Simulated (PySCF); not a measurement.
Isomers of Si5H12, mass 151.979 u with the commonest isotopes. Computed with PySCF 2.14.0, PBE0-D3(BJ)/def2-SVP geometry optimisation, gas phase. One conformer each, none proved a minimum here; rigid rotors.

Problem. Order these by rotational constant A, largest first.
A. `[SiH3:1][SiH2:2][SiH:3]([SiH3:4])[SiH3:5]` with Si1–Si2–Si3–Si4 -178°
B. `[SiH3:1][SiH2:2][SiH2:3][SiH2:4][SiH3:5]` with Si1–Si2–Si3–Si4 87°, Si2–Si3–Si4–Si5 -49°
C. `[SiH3][Si]([SiH3])([SiH3])[SiH3]`

Solution. A (1831 MHz), B (1628 MHz), C (1033 MHz).

Problem. Order these by rotational constant C, largest first.
A. `[SiH3:1][SiH2:2][SiH:3]([SiH3:4])[SiH3:5]` with Si1–Si2–Si3–Si4 -178°
B. `[SiH3][Si]([SiH3])([SiH3])[SiH3]`
C. `[SiH3:1][SiH2:2][SiH2:3][SiH2:4][SiH3:5]` with Si1–Si2–Si3–Si4 87°, Si2–Si3–Si4–Si5 -49°

Solution. B (1025 MHz), C (637.9 MHz), A (589.9 MHz).

Problem. Order these by out-of-plane moment Σ m c² = (Ia + Ib − Ic)/2, smallest first.
A. `[SiH3][Si]([SiH3])([SiH3])[SiH3]`
B. `[SiH3:1][SiH2:2][SiH:3]([SiH3:4])[SiH3:5]` with Si1–Si2–Si3–Si4 -178°
C. `[SiH3:1][SiH2:2][SiH2:3][SiH2:4][SiH3:5]` with Si1–Si2–Si3–Si4 87°, Si2–Si3–Si4–Si5 -49°

Solution. B (31.95 u·Å²), C (46.14 u·Å²), A (243.51 u·Å²).

```json
{"SMILES": "[SiH3][SiH2][SiH]([SiH3])[SiH3]", "point group": "C1", "Ia (u·Å²)": "276.08", "Ib (u·Å²)": "644.58", "Ic (u·Å²)": "856.76", "κ": "-0.69", "μa (D)": "0.00", "μb (D)": "0.06", "μc (D)": "0.07"}
{"SMILES": "[SiH3][Si]([SiH3])([SiH3])[SiH3]", "point group": "–", "Ia (u·Å²)": "489.09", "Ib (u·Å²)": "491.07", "Ic (u·Å²)": "493.14", "κ": "–", "μa (D)": "0.02", "μb (D)": "0.00", "μc (D)": "0.01"}
{"SMILES": "[SiH3][SiH2][SiH2][SiH2][SiH3]", "point group": "C1", "Ia (u·Å²)": "310.45", "Ib (u·Å²)": "574.11", "Ic (u·Å²)": "792.28", "κ": "-0.51", "μa (D)": "0.02", "μb (D)": "0.09", "μc (D)": "0.02"}
```
